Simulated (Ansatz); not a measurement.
Input file for Ansatz (a quantum-chemistry and plane-wave program): FCI/6-31G on AsH3 (SMILES [AsH3]), a point of a bond scan (R = 2.059 Å). The run froze 14 orbitals, filled d shells among them.

Ansatz 0.2 input:
```yaml
crystal:
  periodic: [false, false, false]
  atoms:
    - {symbol: As, position_ang: [0.00042674, 0.00037277, 0.07075147]}
    - {symbol: H, position_ang: [-0.38003872, 1.66353203, -1.08196380]}
    - {symbol: H, position_ang: [-0.93712035, -0.86192286, -0.76812259]}
    - {symbol: H, position_ang: [1.20443737, -0.38272110, -0.78356432]}
basis:
  gaussian:
    orbitals: 6-31G
magnetization: {spin_polarized: false}
correlation: {method: fci, electrons: outside_noble_gas}
```

It printed:

```
WARN ansatz: RAYON_NUM_THREADS=2 ignored (pool sized by the plan → 2); use --threads N
Functional definition: HF
integrals: 0.01 GiB planned
591 factors; integrals over basis functions are off by at most 8.4e-8 eV
mean field: 0.10 GiB planned
mean field evaluation 1: about -60830.9715 eV, gradient 7.3e0 eV
mean field evaluation 2: about -60830.9714 eV, gradient 7.3e0 eV
mean field evaluation 4: about -60831.2658 eV, gradient 4.3e-1 eV
mean field evaluation 8: about -60831.2678 eV, gradient 2.2e-6 eV
mean field -60831.26777524 eV, -2235.5078578259 hartree, gradient 8.7e-7 eV, S^2 0.000000; 0 other end points of the search recorded, 0 dependent functions left out; unrestricted orbitals would lower it
mean field evaluation 16: about -60831.2939 eV, gradient 1.8e-1 eV
14 core orbitals not correlated
reference -60831.26777524 eV, -2235.5078578259 hartree; 4, 4 occupied and 17, 17 virtual orbitals, 591 factors
configuration interaction: 4.12 GiB planned
state -60834.05702120 eV, -2235.6103607242 hartree
Total energy: -60834.05702120 eV, -2235.6103607242 hartree
```

The calculation finished and met its thresholds.

Cost: very roughly 70 core-seconds.
